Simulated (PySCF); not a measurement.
Spinor energies of Si (silicon, neutral)

Start: [Ne] 3s2 3p1 4s1; 3p3/2 filled at m_j = +3/2; 4s1/2 filled at m_j = +1/2. Calculated with PySCF 2.14 in x2c-TZVPall-2c with one added diffuse shell each of s, p type (6s7p2d1f, 44 functions): generalised Hartree-Fock with the X2C-1e Hamiltonian and a Gaussian nucleus; one run each with spin-orbit coupling (SO) switched off, then screened by Boettger's factors. This is a chosen level, not necessarily the ground level.

```
spinor shell  electrons  ε, spin-free (eV)  ε, screened SO (eV)  weight of nominal j (screened SO)  rms radius, screened SO (bohr)
       1s1/2          2            -1881.6              -1881.6                              1.000                           0.129
       2s1/2          2            -172.84              -172.84                              1.000                           0.612
       2p1/2          2            -120.29              -120.67                              0.970                           0.598
       2p3/2          4            -120.29              -120.11                              0.985                           0.600
       3s1/2          2            -18.032              -18.035                              0.999                            2.25
       3p3/2          1            -11.113              -11.099                              1.000                            2.77
       4s1/2          1             -2.808               -2.809                              1.000                            6.18
```

```csv
quantity,spin-free,screened SO
E (hartree),-289.27263,-289.27243
M_J,2,2
⟨J²⟩,6.016,6.016
⟨L²⟩,2.012,2.012
⟨S²⟩,2.004,2.004
```

Each row is a mean over spinors that exchange with the open shell spreads, by up to 2.591 eV (3s1/2).

Without spin-orbit coupling the j labels of p, d and f shells carry no meaning; the spin-free column gives the mean over the occupied spinors of each nl shell.
